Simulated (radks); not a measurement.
Spherical jellium clusters: N electrons in a uniform positive sphere of charge N and radius rs N^(1/3), rs = 2.32 bohr. Method: non-relativistic Kohn-Sham, LDA (Slater exchange, Perdew-Wang correlation), spin-polarised, spherical densities; computed with a radial shooting solver with Libxc functionals. Levels are named by radial order and angular momentum (1s, 1p, 1d, 2s, ...), and open shells are averaged over m.

N = 9, configuration 1s2 1p6 1d(up 1, down 0). This is the lowest configuration that the search found. Occupied and some empty levels:

level    occupation  eigenvalue (eV)  <r> (bohr)
1s up             1          -8.8797       3.226
1s down           1          -8.7405       3.194
1p up             3          -5.5183       4.164
1p down           3          -5.3154       4.147
1d up             1          -2.0131       5.330
2s up             0          -1.8963       5.961
1d down           0          -1.7922       5.367
2s down           0          -1.7476       6.039
2p up             0         -0.27883       10.44
2p down           0         -0.20552       11.00

Energy (eV): total -7.36853, kinetic 37.579, external -514.84, Hartree 243.71, exchange-correlation -47.855, background 274.04.

Electron density:

r (bohr)  n(r) (e/bohr^3)
0.393             0.01387
1.05              0.01612
1.71              0.01896
2.36              0.02041
3.02              0.01910
3.68              0.01508
4.33             0.009912
4.99             0.005497
5.65             0.002729
6.30             0.001284
6.96            0.0005890
7.62            0.0002683
8.27            0.0001228
